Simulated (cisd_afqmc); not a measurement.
Input (AFQMC/UCISD/cc-pV(D+d)Z; cisd_afqmc is a phaseless AFQMC code with CISD trial states that reads the integrals written by Ansatz): A basis named .json is the Basis Set Exchange file of that set.

Ansatz 0.2 input:
```python
import cisd_afqmc

open("ham.yaml", "w").write("""\
crystal:
  periodic: [false, false, false]
  atoms:
    - {symbol: Si, position_ang: [0.00714127, 1.04995696, 0.80957953]}
    - {symbol: H, position_ang: [-0.41840924, 1.86076314, -0.40814884]}
    - {symbol: Si, position_ang: [0.01975272, -0.90056355, -0.58375403]}
    - {symbol: H, position_ang: [0.97687735, -0.69981080, -1.70695297]}
    - {symbol: H, position_ang: [-1.33626862, -1.10126450, -1.16589692]}
    - {symbol: H, position_ang: [0.40128468, -2.15119549, 0.11944169]}
basis:
  gaussian:
    orbitals: cc-pV_D+d_Z.json
correlation: {method: ccsd, electrons: outside_noble_gas, hamiltonian_folder: ham}
magnetization: {spin_polarized: true, initial_magnetization: 0}
scf: {lower_state_search: full}
""")
rep = cisd_afqmc.ansatz("ham.yaml")
e_ccsd = rep["correlation"]["coupled_cluster"]["energy"]["hartree"]
out = cisd_afqmc.run("ham", e_ccsd, trial="CISD", walkers=100, populations=8, threads=8, dt=0.005, steps=40, early=24, settle=10, least=32,
    cut=5e-5, rank_cut=2e-4, target=0.0004, seconds=1500, seed=1, memory=17280, gpu=False)
```

Output:

```
orbitals 56, occupied [6, 6], factors 336 of 685, rank of the doubles 217 of 600
E(HF) = -580.128943
E(CCSD) on the cut factors = -580.360324, shift to the whole factors -0.000014
Energy of the trial state on the determinant = -580.360227
  tau behind 7.2 of longer steps, mean of the populations' last blocks
   2.0  -580.36789
   4.0  -580.36737
   6.0  -580.36761
   8.0  -580.36677
blocks 269 (0 outliers left out), error by blocks joined: 1: 0.00019, 2: 0.00024, 4: 0.00031, 8: 0.00039, 16: 0.00037
E(AFQMC/CISD) = -580.36716 +/- 0.00039
```

The determinant is spin-contaminated: <S^2> is 0.47, 0.47 over the pure value. In a CCSD(T) run of this state the restricted determinant is unstable towards broken spin symmetry.
